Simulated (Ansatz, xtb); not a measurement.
## Relative energy of two isomers of C5H3FN2

We compare X, `C#Cc1cn[nH]c1F`, a singlet, with Y, `C#Cc1c[nH]nc1F`, a singlet. Both are isolated molecules in the gas phase, relaxed with r2SCAN-D4/def2-SVP.

Energies in hartree; the thermal terms are from GFN2-xTB frequencies at re-optimised GFN2-xTB minima (ideal gas, soft modes damped towards free rotors, one conformer each, 298.15 K, 1 atm) and include the zero-point energy:

|  | X | Y |
| --- | --- | --- |
| E, CCSD(T)/def2-SVP | −400.217839 | −400.223186 |
| E, MP2/def2-SVP | −400.146078 | −400.151646 |
| E, MP2/def2-TZVPP | −400.877858 | −400.883729 |
| zero-point energy | 0.069925 | 0.069974 |
| H(298 K) − E | 0.077698 | 0.077717 |
| G(298 K) − E | 0.038838 | 0.038930 |

**Question.** Correct the CCSD(T) difference for the basis set by the MP2 change, then work out ΔE, ΔE₀, ΔH and ΔG for X → Y in kJ/mol (1 Eh = 2625.50 kJ/mol) and the equilibrium ratio [Y]/[X].

**Answer.** 1. Differences Y − X: CCSD(T) −0.005347, MP2 in the small set −0.005568, MP2 in the large set −0.005871 Eh.
2. ΔE = −0.005347 + (−0.005871 − (−0.005568)) = −0.005650 Eh = −14.83 kJ/mol.
3. ΔE₀ = ΔE + ΔZPE = −0.005650 + (+0.000049) Eh = −14.71 kJ/mol.
4. ΔH = ΔE + (+0.000019) Eh = −14.78 kJ/mol.
5. ΔG = ΔE + (+0.000092) Eh = −14.59 kJ/mol, so ΔS = (ΔH − ΔG)/T = −0.6 J/(mol K).
6. kT = 0.9442 mEh, so K = [Y]/[X] = exp(−ΔG/kT) = exp(+5.89) ≈ 360.

Structure Y is favoured at this temperature. An error of 4 kJ/mol in ΔG would change K by a factor of 5. HF/STO-3G found them nearly level. Mirror images and further conformers aren't counted.

As drawn, both hold the same kinds of bond in the same numbers.

Other levels gave ΔE = −5.1 (GFN2-xTB); −0.9 (HF/STO-3G, GFN2-xTB geometries); −15.6 (r2SCAN-D4/def2-SVP//GFN2-xTB); −14.9 (r2SCAN-D4/def2-SVP); −14.3 (HF/def2-SVP); −14.6 (MP2/def2-SVP); −14.0 (CCSD(T)/def2-SVP) kJ/mol. The correlated steps freeze 8 core orbitals. Programs: Ansatz 0.2.0, xtb 6.7.1.
